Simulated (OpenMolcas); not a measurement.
## Mn3+: moving the ligands

Mn3+ with 6 ligands (chloride) in octahedral coordination (Oh) at 2.41 Å. A charge of +0.5 e stands 3.2 Å behind each ligand. Ligand basis ANO-RCC-VDZP.
```
Mn    0.0000    0.0000    0.0000
Cl    2.4100    0.0000    0.0000
Cl    0.0000    2.4100    0.0000
Cl   -2.4100    0.0000    0.0000
Cl    0.0000   -2.4100    0.0000
Cl    0.0000    0.0000    2.4100
Cl    0.0000    0.0000   -2.4100
```

```
Program             : OpenMolcas
Method              : CASSCF
Basis               : ANO-RCC-VDZP [5s4p2d1f]
Scalar Hamiltonian  : DKH2, point nucleus
Active space        : 4 electrons in 5 orbitals (3d)
State averaging     : 2S+1 = 5 even, 5 roots; 2S+1 = 3 even, 45 roots; 2S+1 = 1 even, 50 roots
Spin-orbit coupling : state interaction with AMFI integrals over the reference wave functions
```

Runs around this geometry, states (labels of O, the rotations of Oh). Energies in cm-1 above the lowest state or level, χT in cm3 K/mol.

```tsv
R (Å)	Ground state	First state of that spin	First gap with spin-orbit (degeneracies)	χT at 300 K	First state of another spin
2.34	5E	5T2 11739	8.5 (1, 3)	2.949	3T1 14258
2.41	5E	5T2 10201	9.0 (1, 3)	2.938	3T1 15760
2.52	5E	5T2 8318	10.1 (1, 3)	2.920	3T1 17554
```

Taking the first state of the same spin as R^-n, n = -ln(8318 / 11739) / ln(2.52 / 2.34) = 4.6 between the shortest and longest distance.

An orbital doublet at a regular site is open to a Jahn-Teller distortion, which this geometry leaves out. Without dynamic correlation the repulsion within the d shell is too large (B by tens of per cent), so at a given field states of lower spin stand too high. Ligand-to-metal charge-transfer states are missing. With no ligand orbital active B as a rule stays too high, so bands that hang on it stand too high and its fall with covalency is understated. With metal d orbitals alone and no dynamic correlation the field as a rule comes out too small, by tens of per cent, by up to half for chloride and softer ligands. This shell can be high or low spin here, a state of another spin lies low, and with metal d orbitals alone active their balance is uncertain, so the ground spin may be wrong (holds for R = 2.34). No measured value stands beside these numbers; the geometry was imposed, not optimised, and the real ion may take another.
